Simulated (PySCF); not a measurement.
PySCF input for B2HO2, SMILES [OH+]=BB=O, charge +1, ADC(2)/aug-cc-pVDZ. The structure is a stationary point at ωB97X-D3(BJ)/def2-TZVP. The isomer is the one that the SMILES or the coordinates give; other isomers of the formula were not compared. One conformer was computed; it need not be the lowest.

```python
import numpy as np
from pyscf import gto, scf, dft, adc

mol = gto.M(
    atom='''
    O     0.00000000    0.00000000    2.13657836
    B     0.00000000    0.00000000    0.94709918
    B     0.00000000    0.00000000   -0.70770248
    O     0.00000000    0.00000000   -1.92449379
    H     0.00000000    0.00000000   -2.89366007
    ''',
    basis='aug-cc-pVDZ',
    charge=1,
    spin=0,
    max_memory=1600,
    verbose=4,
)
mf = scf.RHF(mol)
mf.conv_tol = 1e-10
mf.max_cycle = 100
mf.kernel()
res = {}
for kind, nroots in (('ee', 6), ('ip', 6), ('ea', 2)):
    a = adc.ADC(mf).density_fit('aug-cc-pvdz-ri')
    a.method, a.method_type = 'adc(2)', kind
    e, v, p, x = a.kernel(nroots=nroots)
    res[kind] = (e * 27.211386245988, p)
a = adc.ADC(mf).density_fit('aug-cc-pvdz-ri')
a.method, a.method_type, a.ncvs = 'adc(2)-x', 'ip', 4
e, v, p, x = a.kernel(nroots=4)
res['core ip, CVS-ADC(2)-x'] = (e * 27.211386245988, p)
for kind, (e, p) in res.items():
    print(kind, 'energies / eV', np.round(e, 3), 'strengths', np.round(p, 4))
```

Program output:

```
PySCF version 2.14.0

[INPUT] verbose = 4
[INPUT] num. atoms = 5
[INPUT] num. electrons = 26
[INPUT] charge = 1
[INPUT] spin (= nelec alpha-beta = 2S) = 0
[INPUT] symmetry False subgroup None
[INPUT] Mole.unit = angstrom
[INPUT] Symbol           X                Y                Z      unit          X                Y                Z       unit  Magmom
[INPUT]  1 O      0.000000000000   0.000000000000   2.136578360000 AA    0.000000000000   0.000000000000   4.037547944072 Bohr   0.0
[INPUT]  2 B      0.000000000000   0.000000000000   0.947099180000 AA    0.000000000000   0.000000000000   1.789758063000 Bohr   0.0
[INPUT]  3 B      0.000000000000   0.000000000000  -0.707702480000 AA    0.000000000000   0.000000000000  -1.337363864875 Bohr   0.0
[INPUT]  4 O      0.000000000000   0.000000000000  -1.924493790000 AA    0.000000000000   0.000000000000  -3.636766191526 Bohr   0.0
[INPUT]  5 H      0.000000000000   0.000000000000  -2.893660070000 AA    0.000000000000   0.000000000000  -5.468225029890 Bohr   0.0

nuclear repulsion = 73.4473391683377
number of shells = 37
number of NR pGTOs = 151
number of NR cGTOs = 101
basis = aug-cc-pVDZ
ecp = {}


******** <class 'pyscf.scf.hf.RHF'> ********
method = RHF
initial guess = minao
damping factor = 0
level_shift factor = 0
DIIS = <class 'pyscf.scf.diis.CDIIS'>
diis_start_cycle = 1
diis_space = 8
diis_damp = 0
SCF conv_tol = 1e-10
SCF conv_tol_grad = None
SCF max_cycles = 100
direct_scf = True
direct_scf_tol = 1e-13
Set gradient conv threshold to 1e-05
Initial guess from minao.
init E= -200.344332584078
  HOMO = -0.54673548861985  LUMO = -0.0213300121572788  gap/eV = 14.29701
cycle= 1 E= -199.251761121475  delta_E= 1.09  |g|= 0.851  |ddm|= 5.81
  HOMO = -0.618720852662982  LUMO = -0.283367167144753  gap/eV = 9.12544
cycle= 2 E= -199.314562093965  delta_E= -0.0628  |g|= 0.865  |ddm|= 3.08
  HOMO = -0.737313023710105  LUMO = -0.226463881093957  gap/eV = 13.90091
cycle= 3 E= -199.463242596201  delta_E= -0.149  |g|= 0.0797  |ddm|= 1.38
  HOMO = -0.715834668639383  LUMO = -0.196357335853304  gap/eV = 14.13570
cycle= 4 E= -199.465404457971  delta_E= -0.00216  |g|= 0.0281  |ddm|= 0.228
  HOMO = -0.720146070119733  LUMO = -0.196636107505761  gap/eV = 14.24543
cycle= 5 E= -199.465625162875  delta_E= -0.000221  |g|= 0.0109  |ddm|= 0.0524
  HOMO = -0.720019174374645  LUMO = -0.197724217728357  gap/eV = 14.21237
cycle= 6 E= -199.465658499257  delta_E= -3.33e-05  |g|= 0.00301  |ddm|= 0.0274
  HOMO = -0.719905944817268  LUMO = -0.197473058813151  gap/eV = 14.21612
cycle= 7 E= -199.465662241662  delta_E= -3.74e-06  |g|= 0.000785  |ddm|= 0.0106
  HOMO = -0.72001996314559  LUMO = -0.197431336659877  gap/eV = 14.22036
cycle= 8 E= -199.465662487446  delta_E= -2.46e-07  |g|= 0.000153  |ddm|= 0.00313
  HOMO = -0.720028754672206  LUMO = -0.197417801547868  gap/eV = 14.22097
cycle= 9 E= -199.465662497634  delta_E= -1.02e-08  |g|= 1.97e-05  |ddm|= 0.000756
  HOMO = -0.720027755310696  LUMO = -0.197419946050161  gap/eV = 14.22088
cycle= 10 E= -199.465662497856  delta_E= -2.22e-10  |g|= 3.32e-06  |ddm|= 6.11e-05
  HOMO = -0.720027817835428  LUMO = -0.197420131993411  gap/eV = 14.22088
cycle= 11 E= -199.465662497862  delta_E= -6.37e-12  |g|= 1.22e-06  |ddm|= 1.75e-05
  HOMO = -0.720027953443512  LUMO = -0.197420107509924  gap/eV = 14.22088
Extra cycle  E= -199.465662497862  delta_E= -1.71e-13  |g|= 8.14e-07  |ddm|= 3.32e-06
converged SCF energy = -199.465662497862

******** <class 'pyscf.adc.radc.RADC'> ********
******** ADC Orbital Information ********
Number of Frozen Occupied Orbitals: 0
Number of Frozen Virtual Orbitals: 0
Number of Active Occupied Orbitals: 13
Number of Active Virtual Orbitals: 88
*****************************************
******** <class 'pyscf.df.df.DF'> ********
auxbasis = aug-cc-pvdz-ri
Reference correlation energy (doubles): -0.53846433
MP2 correlation energy of reference state (a.u.) = -0.53846433

******** <class 'pyscf.adc.radc_ee.RADCEE'> ********
max_space = 12
max_cycle = 50
conv_tol = 1e-08

*************************************************************
        ADC calculation summary (singlet states only)
*************************************************************
adc(2) root 0  |  Energy (Eh) =   0.2088929679  |  Energy (eV) =   5.68426719  |  Osc. strength = 0.00000000  |  conv = True
adc(2) root 1  |  Energy (Eh) =   0.2117254779  |  Energy (eV) =   5.76134371  |  Osc. strength = 0.00000000  |  conv = True
adc(2) root 2  |  Energy (Eh) =   0.2117254904  |  Energy (eV) =   5.76134405  |  Osc. strength = 0.00000000  |  conv = True
adc(2) root 3  |  Energy (Eh) =   0.2435025078  |  Energy (eV) =   6.62604074  |  Osc. strength = 0.00207522  |  conv = True
adc(2) root 4  |  Energy (Eh) =   0.2435025078  |  Energy (eV) =   6.62604074  |  Osc. strength = 0.00207522  |  conv = True
adc(2) root 5  |  Energy (Eh) =   0.2466496964  |  Energy (eV) =   6.71168010  |  Osc. strength = 0.47976500  |  conv = True

******** <class 'pyscf.adc.radc.RADC'> ********
******** ADC Orbital Information ********
Number of Frozen Occupied Orbitals: 0
Number of Frozen Virtual Orbitals: 0
Number of Active Occupied Orbitals: 13
Number of Active Virtual Orbitals: 88
*****************************************
******** <class 'pyscf.df.df.DF'> ********
auxbasis = aug-cc-pvdz-ri
Reference correlation energy (doubles): -0.53846433
MP2 correlation energy of reference state (a.u.) = -0.53846433

******** <class 'pyscf.adc.radc_ip.RADCIP'> ********
max_space = 12
max_cycle = 50
conv_tol = 1e-08

*************************************************************
        ADC calculation summary (doublet states only)
*************************************************************
adc(2) root 0  |  Energy (Eh) =   0.6573801301  |  Energy (eV) =  17.88822448  |  Spec. factor = 1.71001597  |  conv = True
adc(2) root 1  |  Energy (Eh) =   0.6573801301  |  Energy (eV) =  17.88822448  |  Spec. factor = 1.71001597  |  conv = True
adc(2) root 2  |  Energy (Eh) =   0.6715715099  |  Energy (eV) =  18.27439159  |  Spec. factor = 1.63948707  |  conv = True
adc(2) root 3  |  Energy (Eh) =   0.8281625891  |  Energy (eV) =  22.53545190  |  Spec. factor = 1.75890517  |  conv = True
adc(2) root 4  |  Energy (Eh) =   0.8281625891  |  Energy (eV) =  22.53545190  |  Spec. factor = 1.75890517  |  conv = True
adc(2) root 5  |  Energy (Eh) =   0.8982253278  |  Energy (eV) =  24.44195613  |  Spec. factor = 1.81481159  |  conv = True

******** <class 'pyscf.adc.radc.RADC'> ********
******** ADC Orbital Information ********
Number of Frozen Occupied Orbitals: 0
Number of Frozen Virtual Orbitals: 0
Number of Active Occupied Orbitals: 13
Number of Active Virtual Orbitals: 88
*****************************************
******** <class 'pyscf.df.df.DF'> ********
auxbasis = aug-cc-pvdz-ri
Reference correlation energy (doubles): -0.53846433
MP2 correlation energy of reference state (a.u.) = -0.53846433

******** <class 'pyscf.adc.radc_ea.RADCEA'> ********
max_space = 12
max_cycle = 50
conv_tol = 1e-08

*************************************************************
        ADC calculation summary (doublet states only)
*************************************************************
adc(2) root 0  |  Energy (Eh) =  -0.2368594113  |  Energy (eV) =  -6.44527287  |  Spec. factor = 1.87707425  |  conv = True
adc(2) root 1  |  Energy (Eh) =  -0.2368594113  |  Energy (eV) =  -6.44527287  |  Spec. factor = 1.87707425  |  conv = True

******** <class 'pyscf.adc.radc.RADC'> ********
******** ADC Orbital Information ********
Number of Frozen Occupied Orbitals: 0
Number of Frozen Virtual Orbitals: 0
Number of Active Occupied Orbitals: 13
Number of Active Virtual Orbitals: 88
*****************************************
******** <class 'pyscf.df.df.DF'> ********
auxbasis = aug-cc-pvdz-ri
Reference correlation energy (doubles): -0.53846433
MP2 correlation energy of reference state (a.u.) = -0.53846433

******** <class 'pyscf.adc.radc_ip_cvs.RADCIPCVS'> ********
max_space = 12
max_cycle = 50
conv_tol = 1e-08

*************************************************************
        ADC calculation summary (doublet states only)
*************************************************************
adc(2)-x root 0  |  Energy (Eh) =   7.5731729523  |  Energy (eV) = 206.07653260  |  Spec. factor = 1.57393870  |  conv = True
adc(2)-x root 1  |  Energy (Eh) =   7.7323684793  |  Energy (eV) = 210.40846354  |  Spec. factor = 1.53744970  |  conv = True
adc(2)-x root 2  |  Energy (Eh) =   7.9386605217  |  Energy (eV) = 216.02195594  |  Spec. factor = 0.00000000  |  conv = False
adc(2)-x root 3  |  Energy (Eh) =   7.9527769608  |  Energy (eV) = 216.40608381  |  Spec. factor = 0.01562663  |  conv = False

WARN: Davidson iterations for 2 root(s) did not converge!!!

ee energies / eV [5.684 5.761 5.761 6.626 6.626 6.712] strengths [0.     0.     0.     0.0021 0.0021 0.4798]
ip energies / eV [17.888 17.888 18.274 22.535 22.535 24.442] strengths [1.71   1.71   1.6395 1.7589 1.7589 1.8148]
ea energies / eV [-6.445 -6.445] strengths [1.8771 1.8771]
core ip, CVS-ADC(2)-x energies / eV [206.077 210.408 216.022 216.406] strengths [1.5739 1.5374 0.     0.0156]
```

The run did not converge; its last values are not results.
